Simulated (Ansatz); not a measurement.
A search over several starts for the lowest SCF solution of the cluster Li5Te3 at the given spin, in a small basis.

```yaml
crystal:
  periodic: [false, false, false]
  atoms:
    - {symbol: Li, position_ang: [0.208122, -1.926915, 0.258408]}
    - {symbol: Li, position_ang: [3.420317, -1.614687, -1.911607]}
    - {symbol: Li, position_ang: [1.397902, 1.326806, -0.357735]}
    - {symbol: Li, position_ang: [-2.335590, 1.278299, 2.256697]}
    - {symbol: Li, position_ang: [-1.350845, 0.365858, -0.671744]}
    - {symbol: Te, position_ang: [1.121921, -0.770473, -1.916736]}
    - {symbol: Te, position_ang: [-0.568948, 2.482614, 0.829097]}
    - {symbol: Te, position_ang: [-1.892870, -1.141502, 1.513619]}
basis:
  gaussian: {orbitals: def2-SVP, initial_orbitals: start.molden}
magnetization: {spin_polarized: true, initial_magnetization: 1}
hamiltonian: {xc: pbe, dispersion: d4}
output: {orbitals: {seedname: orbitals}}
```

The file start.molden holds the orbitals of an earlier run on this structure, at another level or in another basis.

```sh
$ ansatz run in.yaml --threads 4 --pin off --events-out ev --progress --plain --max-ram 4787MiB
```

Output, abridged:

```
Functional definition: PBE
1640 factors; their error is unknown
mean field evaluation 1: about -22907.1379 eV, gradient 3.9e-2 eV
mean field evaluation 2: about -22907.0615 eV, gradient 2.3e-4 eV
mean field evaluation 4: about -22907.0615 eV, gradient 1.6e-5 eV
mean field evaluation 8: about -22906.5587 eV, gradient 7.8e0 eV
mean field evaluation 16: about -22907.0615 eV, gradient 4.9e-2 eV
mean field evaluation 32: about -22902.4832 eV, gradient 1.2e1 eV
mean field evaluation 64: about -22906.8700 eV, gradient 1.3e0 eV
mean field -22907.06147455 eV, -841.8189822259 hartree, gradient 1.6e-5 eV, S^2 0.752194; 7 other end points of the search recorded, 0 dependent functions left out
reference -22907.06156143 eV, -841.8189854185 hartree; 44, 43 occupied and 79, 80 virtual orbitals, 1640 factors
Total energy: -22907.38232182 eV, -841.8307731453 hartree
```

Run time 11 s (4 threads of Arm Neoverse V1 on a shared host).

In the def2 sets Te takes a core potential; there is no spin–orbit coupling. Another isomer (doublet) lies 0.86 eV lower at PBE0-D4/def2-TZVP; other spin states weren't run for this one.
